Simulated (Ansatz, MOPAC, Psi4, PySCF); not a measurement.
Noncovalent pair: HCl (SMILES Cl) (first 2 atoms) with C2H6O (SMILES COC); geometry from B3LYP-D3(BJ)/def2-TZVP, rigid monomers moved along the line of their centres of mass till Cl1···O4 is 3.55 Å.
(charge 0, multiplicity 1):
```xyz
11

Cl    -0.4248     0.4882     0.3549
H     -1.1121     0.8349    -0.6718
C     -0.0853    -1.3032     3.9206
O      0.8638    -0.3216     3.5667
C      0.6189     0.9170     4.1956
H     -1.0996    -1.0007     3.6305
H     -0.0733    -1.4984     5.0010
H      0.1775    -2.2166     3.3896
H     -0.3639     1.3184     3.9177
H      1.3911     1.6090     3.8635
H      0.6636     0.8250     5.2888
```

Interaction energies are E(AB) − E(A) − E(B) at the monomers' geometry in the complex; basis-set methods are counterpoise corrected. Rows marked so take none.

Cores are frozen in the correlated methods. Rows in 6-31G* carry no dispersion term and start afresh at each structure (6-31G* with six Cartesian d functions). The state reached by PM6 isn't checked.

Programs: Ansatz (Gaussian basis) for Hartree–Fock, density functionals and correlated methods; MOPAC for PM6 (differences of heats of formation); Psi4 for SAPT; PySCF for 6-31G* rows, the dispersion terms. Values without a source in brackets are computed.

Question: One of these levels gives -1.3 meV for the interaction energy. Which?
A) SAPT0/jun-cc-pV(D+d)Z
B) PM6
C) HF/6-31G* (no counterpoise)
D) PBE0-D3(BJ)/def2-TZVPPD

Answer: B, PM6. The others give -14.4 (HF/6-31G* (no counterpoise)), -55.7 (PBE0-D3(BJ)/def2-TZVPPD), -31.7 (SAPT0/jun-cc-pV(D+d)Z)

Ansatz is a first-principles code.
